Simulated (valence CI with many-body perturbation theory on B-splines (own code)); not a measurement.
## E1 line list for Ar3+

Level of theory: valence CI with perturbative core correlation (CI+MBPT): five valence electrons over a frozen Dirac-Fock core [Ne], radial functions for each j: 9 s, 9 p, 8 d, 6 f, 3 g, 1 h, with the one-electron correlation potential Σ1, the two-electron term Σ2, the three-electron term Σ3, Breit, model QED; selected CI, second order for the rest, scaled by the run's own slope (own B-spline code, finite nucleus).

Set against measurement, 38 paired levels are off by 159 cm⁻¹ on average, the worst by 399. These come from a selection out of Saloman, J. Phys. Chem. Ref. Data 39, 033101 (2010). Levels without a partner in it may be off by more. Among the levels kept, up to 1200 cm⁻¹ of a level comes from second order outside the variational space, and about a tenth of that is noise between levels of different J, which matters for small intervals.

Lines 51 to 100 of 165 in falling wavelength, among levels below 267571 cm⁻¹, chosen from the strongest by gf and those to the six lowest levels. Wavelengths and rates use the calculated energies, so an error of 200 cm⁻¹ moves a line at 655.6 Å by 0.13 % and its rate by three times that or more. Electric multipoles are in the length gauge, E1 and E2 with the static RPA response of the core. Weak lines are less certain than strong ones. Lines between different terms over intervals too small for the method are left out, as are lines whose strength nearly cancels. Where a level lies close to another of its J and parity, the split of strength between their lines is uncertain.

Names give the largest LS component (configuration and term), which can be under half, so a name can repeat, a term be missing and a line seem to break the LS rules; names also repeat where a configuration has a term twice. Letters in brackets count levels of one name in rising energy.

| λ vac (Å) | λ from measured levels | Upper | Lower | A (s⁻¹) | S (a.u.) with core polarisation | S without |
| --- | --- | --- | --- | --- | --- | --- |
| 655.6 | 654.5 | 3s²3p²3d ⁴D_5/2 | 3s²3p³ ²P°_3/2 | 1.56e+04 | 1.30e-05 | 1.25e-05 |
| 637.6 | 638.0 | 3s3p⁴ ²S_1/2 | 3s²3p³ ²D°_3/2 | 5.41e+06 | 1.38e-03 | 1.44e-03 |
| 627.9 | 627.1 | 3s²3p²3d ⁴F_3/2 | 3s²3p³ ²D°_5/2 | 7.61e+04 | 3.72e-05 | 3.82e-05 |
| 627.4 | 626.6 | 3s²3p²3d ⁴F_3/2 | 3s²3p³ ²D°_3/2 | 1.66e+06 | 8.09e-04 | 8.35e-04 |
| 626.5 | 625.7 | 3s²3p²3d ⁴F_5/2 | 3s²3p³ ²D°_5/2 | 9.65e+05 | 7.03e-04 | 7.23e-04 |
| 626.0 | 625.2 | 3s²3p²3d ⁴F_5/2 | 3s²3p³ ²D°_3/2 | 4.54e+05 | 3.30e-04 | 3.34e-04 |
| 624.6 | 623.8 | 3s²3p²3d ⁴F_7/2 | 3s²3p³ ²D°_5/2 | 9.55e+05 | 9.19e-04 | 9.34e-04 |
| 603.7 |  | 3s²3p²3d ²F_5/2 [a] | 3s²3p³ ²D°_5/2 | 8.80e+04 | 5.73e-05 | 5.72e-05 |
| 603.2 |  | 3s²3p²3d ²F_5/2 [a] | 3s²3p³ ²D°_3/2 | 2.23e+06 | 1.45e-03 | 1.44e-03 |
| 602.8 |  | 3s²3p²3d ⁴D_7/2 | 3s²3p³ ²D°_5/2 | 1.11e+03 | 9.56e-07 | 3.89e-07 |
| 602.5 | 601.8 | 3s²3p²3d ⁴D_3/2 | 3s²3p³ ²D°_5/2 | 2.98e+06 | 1.29e-03 | 1.33e-03 |
| 602.5 | 601.7 | 3s²3p²3d ⁴D_1/2 | 3s²3p³ ²D°_3/2 | 4.56e+06 | 9.84e-04 | 1.02e-03 |
| 602.1 | 601.3 | 3s²3p²3d ⁴D_3/2 | 3s²3p³ ²D°_3/2 | 7.74e+04 | 3.34e-05 | 3.32e-05 |
| 601.1 | 601.1 | 3s²3p²3d ²P_3/2 [a] | 3s²3p³ ⁴S°_3/2 | 2.26e+05 | 9.70e-05 | 1.01e-04 |
| 600.9 | 600.2 | 3s²3p²3d ⁴D_5/2 | 3s²3p³ ²D°_5/2 | 2.37e+06 | 1.52e-03 | 1.55e-03 |
| 600.4 | 599.8 | 3s²3p²3d ⁴D_5/2 | 3s²3p³ ²D°_3/2 | 1.07e+06 | 6.87e-04 | 6.81e-04 |
| 597.2 | 597.2 | 3s²3p²3d ²P_1/2 [a] | 3s²3p³ ⁴S°_3/2 | 1.67e+04 | 3.50e-06 | 3.65e-06 |
| 597.2 | 596.6 | 3s²3p²3d ²F_7/2 [a] | 3s²3p³ ²D°_5/2 | 1.03e+06 | 8.63e-04 | 8.50e-04 |
| 561.4 | 562.3 | 3s3p⁴ ²S_1/2 | 3s²3p³ ⁴S°_3/2 | 1.36e+06 | 2.37e-04 | 2.46e-04 |
| 553.5 | 553.5 | 3s²3p²3d ⁴F_3/2 | 3s²3p³ ⁴S°_3/2 | 1.83e+04 | 6.13e-06 | 6.28e-06 |
| 552.4 | 552.4 | 3s²3p²3d ⁴F_5/2 | 3s²3p³ ⁴S°_3/2 | 4.69e+04 | 2.34e-05 | 2.40e-05 |
| 538.7 | 538.3 | 3s²3p²3d ⁴P_5/2 | 3s²3p³ ²P°_3/2 | 1.84e+06 | 8.54e-04 | 8.68e-04 |
| 537.2 | 536.9 | 3s²3p²3d ⁴P_3/2 | 3s²3p³ ²P°_3/2 | 1.55e+07 | 4.74e-03 | 4.96e-03 |
| 536.7 | 536.3 | 3s²3p²3d ⁴P_3/2 | 3s²3p³ ²P°_1/2 | 9.05e+05 | 2.76e-04 | 2.96e-04 |
| 536.3 | 535.9 | 3s²3p²3d ⁴P_1/2 | 3s²3p³ ²P°_3/2 | 5.59e+06 | 8.52e-04 | 8.85e-04 |
| 535.8 | 535.4 | 3s²3p²3d ⁴P_1/2 | 3s²3p³ ²P°_1/2 | 3.05e+06 | 4.63e-04 | 4.87e-04 |
| 535.8 | 536.1 | 3s²3p²3d ²G_7/2 | 3s²3p³ ²D°_5/2 | 5.33e+06 | 3.23e-03 | 3.30e-03 |
| 534.6 |  | 3s²3p²3d ²F_5/2 [a] | 3s²3p³ ⁴S°_3/2 | 2.49e+06 | 1.13e-03 | 1.15e-03 |
| 534.0 | 533.9 | 3s²3p²3d ⁴D_1/2 | 3s²3p³ ⁴S°_3/2 | 1.61e+06 | 2.42e-04 | 2.47e-04 |
| 533.7 | 533.6 | 3s²3p²3d ⁴D_3/2 | 3s²3p³ ⁴S°_3/2 | 5.30e+06 | 1.59e-03 | 1.63e-03 |
| 532.4 | 532.4 | 3s²3p²3d ⁴D_5/2 | 3s²3p³ ⁴S°_3/2 | 4.88e+06 | 2.18e-03 | 2.23e-03 |
| 531.9 | 532.1 | 3s²3p²3d ²P_3/2 [b] | 3s²3p³ ²P°_3/2 | 5.04e+08 | 1.50e-01 | 1.59e-01 |
| 531.4 | 531.6 | 3s²3p²3d ²P_3/2 [b] | 3s²3p³ ²P°_1/2 | 1.55e+08 | 4.59e-02 | 4.82e-02 |
| 528.9 | 529.1 | 3s²3p²3d ²P_1/2 [b] | 3s²3p³ ²P°_3/2 | 6.91e+08 | 1.01e-01 | 1.06e-01 |
| 528.4 | 528.6 | 3s²3p²3d ²P_1/2 [b] | 3s²3p³ ²P°_1/2 | 5.08e+08 | 7.40e-02 | 7.82e-02 |
| 526.7 | 527.1 | 3s²3p²3d ²D_3/2 [a] | 3s²3p³ ²P°_3/2 | 6.85e+07 | 1.98e-02 | 2.03e-02 |
| 526.3 | 526.6 | 3s²3p²3d ²D_3/2 [a] | 3s²3p³ ²P°_1/2 | 1.25e+08 | 3.59e-02 | 3.59e-02 |
| 522.9 | 523.3 | 3s²3p²3d ²D_5/2 [a] | 3s²3p³ ²P°_3/2 | 6.48e+07 | 2.74e-02 | 2.73e-02 |
| 501.2 | 501.1 | 3s²3p²3d ⁴P_5/2 | 3s²3p³ ²D°_5/2 | 2.70e+07 | 1.01e-02 | 1.04e-02 |
| 500.9 | 500.8 | 3s²3p²3d ⁴P_5/2 | 3s²3p³ ²D°_3/2 | 3.04e+06 | 1.13e-03 | 1.16e-03 |
| 499.9 | 499.8 | 3s²3p²3d ⁴P_3/2 | 3s²3p³ ²D°_5/2 | 3.01e+08 | 7.42e-02 | 7.64e-02 |
| 499.6 | 499.5 | 3s²3p²3d ⁴P_3/2 | 3s²3p³ ²D°_3/2 | 1.61e+07 | 3.97e-03 | 4.09e-03 |
| 498.8 | 498.7 | 3s²3p²3d ⁴P_1/2 | 3s²3p³ ²D°_3/2 | 8.84e+07 | 1.08e-02 | 1.11e-02 |
| 495.3 | 495.7 | 3s²3p²3d ²P_3/2 [b] | 3s²3p³ ²D°_5/2 | 1.79e+10 | 4.30e+00 | 4.44e+00 |
| 495.0 | 495.4 | 3s²3p²3d ²P_3/2 [b] | 3s²3p³ ²D°_3/2 | 3.39e+09 | 8.11e-01 | 8.37e-01 |
| 492.4 | 492.8 | 3s²3p²3d ²P_1/2 [b] | 3s²3p³ ²D°_3/2 | 2.12e+10 | 2.50e+00 | 2.57e+00 |
| 490.8 | 491.1 | 3s²3p²3d ²D_5/2 [b] | 3s²3p³ ²P°_3/2 | 5.34e+08 | 1.87e-01 | 1.95e-01 |
| 490.8 | 491.3 | 3s²3p²3d ²D_3/2 [a] | 3s²3p³ ²D°_5/2 | 1.30e+09 | 3.03e-01 | 3.12e-01 |
| 490.5 | 491.0 | 3s²3p²3d ²D_3/2 [a] | 3s²3p³ ²D°_3/2 | 1.99e+09 | 4.64e-01 | 4.77e-01 |
| 489.9 | 490.2 | 3s²3p²3d ²D_3/2 [b] | 3s²3p³ ²P°_3/2 | 2.30e+07 | 5.33e-03 | 5.59e-03 |
